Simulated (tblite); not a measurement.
Compound: C₄H₆F₂O₂.
Atom-mapped SMILES: `[CH3:1][O:2]/[CH:3]=[CH:4]/[O:5][CH:6]([F:7])[F:8]` (hydrogens: H9, H10, H11 on C1; H12 on C3; H13 on C4; H14 on C6)

Structure used (GFN2-xTB), in Å, numbered top down from 1:
```
atom  x, y, z in Å
C1     2.5326   -0.0054   -0.1246
O2     1.5584   -0.9973    0.1096
C3     0.2588   -0.6426    0.0133
C4    -0.2192    0.5684   -0.2517
O5    -1.5669    0.9030   -0.3363
C6    -2.4584    0.0840    0.2474
F7    -3.6198    0.7424    0.3571
F8    -2.7269   -1.0153   -0.5099
H9     3.4944   -0.5024   -0.0122
H10    2.4517    0.8080    0.6029
H11    2.4477    0.4033   -1.1355
H12   -0.3721   -1.5017    0.1909
H13    0.3770    1.4379   -0.4672
H14   -2.1581   -0.2828    1.2492
```

Computed values, GFN2-xTB/tblite, gas phase, harmonic and unscaled. The method is semi-empirical: single wavenumbers can be off by several per cent or more. One conformer, not necessarily the lowest.

Harmonic wavenumbers (cm⁻¹): 55.4, 82.7, 133.9, 189.9, 229.6, 254.7, 338.3, 373.8, 437.8, 511.2, 586.6, 668.1, 696.1, 947.9, 966.2, 977.1, 1049.9, 1088.5, 1119.4, 1136.6, 1171.7, 1194.9, 1256.7, 1267.4, 1292.5, 1298.6, 1397.8, 1462.3, 1478.4, 1730.5, 2832.6, 2940.8, 2955.9, 3033.7, 3089.4, 3130.9.

A = 6257, B = 893.5, C = 816.3 MHz; mass 124.034 u (most abundant isotopes); point group C1, symmetry number 1.

Problem. Zero-point energy?

Solution. Half the sum of the wavenumbers: 21689 cm⁻¹ = 259.45 kJ/mol.

Problem. Entropy at 200 K, 1 bar (ideal gas, RRHO, classical rotation)?

Solution. Translation 160.68, rotation 114.87, vibration 62.66: S = 338.2 J/(mol K).

Problem. And Cp and H(200 K) − H(0)?

Solution. Cp = 101.93 J/(mol K), of which vibrations give 68.67 (their classical limit is 36 R = 299.3); H(200 K) − H(0) = 13.62 kJ/mol without the zero-point energy, 6.97 from vibrations.

Problem. How do the functions run with temperature in this model?

Solution. 
| T (K) | S (J/(mol K)) | Cp (J/(mol K)) | H − H(0) (kJ/mol) | G − H(0) (kJ/mol) | ln q(vib) |
| --- | --- | --- | --- | --- | --- |
| 150 | 311.2 | 86.6 | 8.91 | -37.77 | 2.29 |
| 250 | 362.6 | 117.0 | 19.10 | -71.55 | 4.39 |
| 298.15 | 384.4 | 131.8 | 25.09 | -89.54 | 5.38 |
| 400 | 427.4 | 161.8 | 40.06 | -130.91 | 7.45 |
| 600 | 502.4 | 208.1 | 77.37 | -224.09 | 11.39 |
| 900 | 595.7 | 250.8 | 146.80 | -389.32 | 16.87 |

q(vib) and H(0) count from the zero-point level.

Problem. Blend soft modes into free rotors: weight 1/[1 + (100 cm⁻¹/ν̃)⁴] for the oscillator and the rest for a rotor with moment μB/(μ + B), μ = h/(8π²ν), B = 10⁻⁴⁴ kg m². What vibrational entropy results?

Solution. 58.80 J/(mol K) in place of 62.66, which changes −T·S at 200 K by +0.77 kJ/mol.

Problem. Which modes carry the vibrational entropy at 200 K?

Solution. 55.4 cm⁻¹: 16.02; 82.7 cm⁻¹: 12.75; 133.9 cm⁻¹: 8.94; 189.9 cm⁻¹: 6.34; 229.6 cm⁻¹: 5.03; 254.7 cm⁻¹: 4.35 J/(mol K); the other 30 give 9.23 together.

Problem. What must be added to the electronic energy to get the Gibbs energy at 200 K and 1 bar?

Solution. ZPE + [H(200 K) − H(0)] − T·S = 259.45 + 13.62 − 67.64 = 205.43 kJ/mol.

Hindered rotation and anharmonicity are outside this model. Other conformers, if any are populated, would add a mixing term that is left out. The structure is chiral; the term R ln 2 for an equal mix with its mirror image is left out.
